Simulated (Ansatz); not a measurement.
The cluster Cs₃I₄, 7 atoms. Hardware: 4 threads of Intel Xeon 6975P-C on a shared host.

In the def2 sets Cs, I take a core potential; there is no spin–orbit coupling. Correlated methods freeze 16 core orbitals; core or outer-core shells of Cs, I are correlated, in sets that lack core-valence functions.

How many basis functions does each of these Ansatz runs have, and roughly what does it cost? PBE-D4/def2-SVP, charge 0 doublet, energy, from earlier orbitals; PBE0-D4/def2-SVP, charge 0 doublet, relaxation, 5 steps; RPA@PBE/def2-TZVP, charge 0 doublet, energy, from earlier orbitals; PBE-D4/def2-SVP, charge 0 doublet, energy with a search over starts; PBE0-D4/def2-SVP, charge 0 doublet, energy, from earlier orbitals; PBE0-D4/def2-TZVP, charge 0 doublet, energy, from earlier orbitals; PBE-D4/def2-TZVP, charge 0 doublet, energy and forces, from earlier orbitals; r2SCANh-D4/def2-TZVP, charge 0 doublet, energy, from earlier orbitals; r2SCAN-D4/def2-TZVP, charge 0 doublet, energy, from earlier orbitals; revPBE-D4/def2-TZVP, charge 0 doublet, energy, from earlier orbitals; MP2/def2-TZVP, charge 0 doublet, energy, from earlier orbitals.

Other jobs shared the machine, so times can vary by a factor of up to 3. A dash marks memory too small to be measured apart from the calling script's.

| run | functions | fitting or Cholesky vectors | wall time | peak host memory (GiB) |
| --- | --- | --- | --- | --- |
| PBE-D4/def2-SVP, charge 0 doublet, energy, from earlier orbitals | 176 | 2026 | 3.9 s | – |
| revPBE-D4/def2-TZVP, charge 0 doublet, energy, from earlier orbitals | 287 | 2422 | 6.5 s | 0.79 |
| PBE0-D4/def2-SVP, charge 0 doublet, energy, from earlier orbitals | 176 | 2008 | 7.5 s | 1.1 |
| PBE-D4/def2-TZVP, charge 0 doublet, energy and forces, from earlier orbitals | 287 | 2422 | 8 s | 0.78 |
| PBE-D4/def2-SVP, charge 0 doublet, energy with a search over starts | 176 | 2026 | 8 s | – |
| PBE0-D4/def2-TZVP, charge 0 doublet, energy, from earlier orbitals | 287 | 2748 | 14 s | 1.9 |
| r2SCAN-D4/def2-TZVP, charge 0 doublet, energy, from earlier orbitals | 287 | 2422 | 15 s | 1 |
| MP2/def2-TZVP, charge 0 doublet, energy, from earlier orbitals | 287 | 2748 | 19 s | 1.9 |
| r2SCANh-D4/def2-TZVP, charge 0 doublet, energy, from earlier orbitals | 287 | 2748 | 21 s | 2.2 |
| RPA@PBE/def2-TZVP, charge 0 doublet, energy, from earlier orbitals | 287 | 2748 | 24 s | 1.8 |
| PBE0-D4/def2-SVP, charge 0 doublet, relaxation, 5 steps | 176 | 2221 | 31 s | 0.97 |
